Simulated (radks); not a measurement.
Question: The mean radii <r> (bohr) of the occupied orbitals of an atom or ion are listed with their occupations. All-electron calculation, Dirac Kohn-Sham, PBE, spin-unpolarised, spherical densities, finite nucleus; Fermi nuclear charge, rms radius of each element as measured or else 0.836 A^(1/3) + 0.57 fm. Program: a radial shooting solver on a logarithmic mesh with Libxc functionals.

orbital  occ.      <r>
1s1/2       2  0.01867
2s1/2       2  0.07835
2p1/2       2  0.06487
2p3/2       4  0.07271
3s1/2       2   0.2043
3p1/2       2   0.1943
3p3/2       4   0.2088
3d3/2       4   0.1829
3d5/2       6   0.1874
4s1/2       2   0.4587
4p1/2       2   0.4645
4p3/2       4   0.4975
4d3/2       4   0.5165
4d5/2       6   0.5280
5s1/2       2    1.099
5p1/2       2    1.214
5p3/2       4    1.316
4f5/2       6   0.6329
4f7/2       8   0.6436
5d3/2       2    1.913
6s1/2       1    2.890
6d3/2       1    6.344

Name the element and its charge. Open shells, if any, fill j = l - 1/2 first.

Answer: Z = 73, tantalum, charge +1: Ta+ in [Xe] 4f14 5d2 6s1 6d1. The 1s radius gives Z: for a bare nucleus <r> = (2 gamma + 1)/(2Z) with gamma = sqrt(1 - (Z/c)^2), 0.01844 bohr for Z = 73, and screening makes it slightly larger (0.01867 here). The occupations add up to 72, and the charge is Z minus that.
